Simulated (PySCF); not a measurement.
Silicon: a sound run and one with changed settings

Sound run: Si+ [Ne] 3s2 3p1, Si(2+) [Ne] 3s2. Calculation: PySCF 2.14, in pcseg-2; the non-relativistic Hamiltonian (point nucleus). In the sound run the correlated levels freeze [Ne]. The sound run starts from symmetry-adapted Hartree-Fock orbitals and uses a fine grid where one is needed.

Changed run: all electrons correlated in a basis built for the valence shell.

| species | method | sound run (hartree) | changed run (hartree) | converged |
| --- | --- | --- | --- | --- |
| Si+ | MP2 | -288.60705 | -288.67105 | yes |
| Si+ | CCSD(T) | -288.62400 | -288.68872 | yes |
| Si(2+) | MP2 | -288.01819 | -288.08278 | yes |
| Si(2+) | CCSD(T) | -288.03115 | -288.09638 | yes |

Ionisation energy of Si+:

| method | sound run (eV) | changed run (eV) |
| --- | --- | --- |
| UHF | 15.800 | 15.800 |
| MP2 | 16.024 | 16.008 |
| SCS-MP2 | 16.012 | 15.997 |
| CCSD | 16.108 | 16.097 |
| CCSD(T) | 16.132 | 16.118 |

A valence basis has no tight correlating functions, so it recovers only part of the core correlation, and not evenly between atom and ion.

For comparison, NIST gives 16.346 eV between the lowest levels.
